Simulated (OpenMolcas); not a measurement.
# Ru²⁺: the spin-orbit constant, worked from levels

```yaml
Program: OpenMolcas
Basis: ANO-R2 [7s5p4d2f1g]
Scalar_Hamiltonian: X2C, finite nucleus
Active_space: 6 electrons in 5 orbitals (4d)
State_averaging: 2S+1 = 5 even, 5 roots; 2S+1 = 3 even, 45 roots; 2S+1 = 1 even, 50 roots
Spin-orbit_coupling: RASSI with atomic mean-field integrals over the reference wave functions, term energies averaged over their components
```

Methods: CASSCF; MS-CASPT2, IPEA 0.25 Eh, imaginary shift 0.1 Eh (closed shells correlated: 4s 4p). Measured levels: Moore, Atomic Energy Levels, vol. III, NSRDS-NBS 35 (1971 reprint of NBS Circular 467, 1958).

**The spin-orbit constant.** For the Hund term 5D of d6, E(J) = (A/2) J(J+1) + constant and ζ = -2S·A = -4A. From J = 0 to J = 4 the energy changes by 10 A.

```csv
Source,E(4) - E(0),A,ζ
CASSCF,-2532.4,-253.2,1013
MS-CASPT2,-2511.3,-251.1,1005
measured,-2476.0,-247.6,990
```

All in cm-1. MS-CASPT2 is off by +1.4 % and CASSCF by +2.3 %. Both methods take the spin-orbit matrix elements from the reference wave functions, so the second can move ζ only through the term energies and any multistate remixing. Second-order mixing with other terms is absorbed into this ζ.

CASPT2 does not keep the components of a term degenerate, so their means are used; among the terms shown or strongly mixed into the levels shown the widest spread is 19 cm-1 (4d6 5D, MS-CASPT2). Levels of configurations with an s electron are missing; early in the row they begin among the upper levels of the d shell and mix with terms of their name. Without dynamic correlation excited terms often stand tens of per cent too high (terms of higher spin than the ground term too low), and those without a measured partner can miss by more than the paired ones (holds for CASSCF). Measured partners are found by configuration, term and J. A level has none where our copy of the source lacks it or the pairing is in doubt (some pairs that miss far off the trend of their configuration count as doubtful), and it then counts in no deviation. Levels of configurations outside the active space are missing.
